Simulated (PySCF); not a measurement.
Computed spin Hamiltonian

C3H7O2Si (doublet state).
Numbering: `[CH2:1]=[CH:2][Si:3]([OH:4])[O:5][CH3:6]` (hydrogens: H7, H8 on C1; H9 on C2; H10 on O4; H11, H12, H13 on C6)

Cartesian coordinates in Å at the GFN2-xTB level; atoms count from 1:
```
atom  x, y, z in Å
C1     2.4703   -0.4641   -0.7856
C2     1.2305   -0.6349   -0.3179
Si3    0.1627    0.7315    0.3578
O4     0.5421    2.2411   -0.0911
O5    -1.4417    0.6240    0.0279
C6    -2.2818   -0.4738    0.1759
H7     3.1015   -1.2951   -1.0560
H8     2.8775    0.5196   -0.9436
H9     0.8883   -1.6503   -0.1476
H10   -0.0061    2.6896   -0.7374
H11   -1.9543   -1.3067   -0.4513
H12   -2.3080   -0.8092    1.2159
H13   -3.2854   -0.1710   -0.1258
```

The hyperfine couplings belong to this conformer and change with its torsions.

Method: UKS B3LYP, pcH-1 on C H O Si, non-relativistic, mean-field spin-orbit, GIAO in PySCF. Isolated species at its GFN2-xTB geometry (one conformer only). The geometry wasn't refined by DFT: couplings that depend on bond lengths, twists or pyramidal angles can differ widely from those at the functional's own minimum, by a factor of two or more for some ions and for spin on atoms past the first row. No stability test was run, so a lower SCF solution isn't excluded.

```json
{
 "g1, g2, g3": "2.00099, 2.00207, 2.00230",
 "g_iso": "2.00179",
 "Form of g": "rhombic: the two nearest values differ by 18 % of g3 − g1",
 "⟨S²⟩": "0.7544 (exact 0.7500)",
 "Total energy": "-558.50844 Eh",
 "Basis functions": "230"
}
```

Isotropic coupling and dipolar principal values T1 to T3, in G (MHz turned into gauss with g_iso; 10 G = 1 mT):

| atom | isotope | a_iso | of which spin–orbit | T1 | T2 | T3 | Mulliken spin population |
| --- | --- | --- | --- | --- | --- | --- | --- |
| C1 | 13C | 4.6 | 0.0 | -4.5 | -4.1 | 8.6 | 0.15 |
| C2 | 13C | 38.7 | 0.0 | -6.2 | -1.5 | 7.7 | -0.02 |
| Si3 | 29Si | -241.9 | 0.3 | -45.0 | 22.1 | 23.0 | 0.78 |
| O4 | 17O | -28.7 | 0.0 | -4.6 | 2.0 | 2.5 | 0.02 |
| O5 | 17O | -10.6 | 0.0 | -10.2 | 4.9 | 5.3 | 0.05 |
| C6 | 13C | -0.5 | 0.0 | -0.3 | -0.2 | 0.5 | -0.01 |
| H7 | 1H | -0.2 | 0.0 | -2.3 | -0.4 | 2.8 | 0.00 |
| H8 | 1H | -2.2 | 0.0 | -1.3 | -0.6 | 1.9 | 0.00 |
| H9 | 1H | 0.2 | 0.0 | -1.9 | -0.3 | 2.2 | 0.00 |
| H10 | 1H | 10.5 | 0.0 | -1.6 | -0.8 | 2.4 | 0.02 |
| H11 | 1H | 0.9 | 0.0 | -0.6 | -0.6 | 1.2 | 0.00 |
| H12 | 1H | 1.2 | 0.0 | -1.0 | -0.8 | 1.8 | 0.01 |
| H13 | 1H | 0.1 | 0.0 | -0.6 | -0.5 | 1.1 | 0.00 |

Largest spin populations (Mulliken): Si3 (+0.78) and C1 (+0.15). The angles at Si3 add up to 336.3°, so it is pyramidal.

Under fast tumbling the dipolar parts average out, and these isotropic splittings remain: 1 × 1H (H10, I = 1/2, 2 lines) with 1.05 mT, 1 × 1H (H8, I = 1/2, 2 lines) with 0.22 mT and 3 × 1H (H11/H12/H13, I = 1/2, 4 lines) with 0.07 mT.

Nuclei that the bonding pattern makes equivalent are averaged, as if the motion that swaps them (rotation, inversion, ring flip) were fast.

The 17O coupling of O4 (-80.4 MHz) shows only in satellite lines or after enrichment, since that isotope makes up about 0.038 % of natural oxygen.

The 29Si coupling of Si3 (-677.6 MHz) shows only in satellite lines or after enrichment, since that isotope makes up about 4.7 % of natural silicon.

Examples of negative spin density at the nucleus (bohr⁻³): H8 (-0.0014) and C6 (-0.0013).
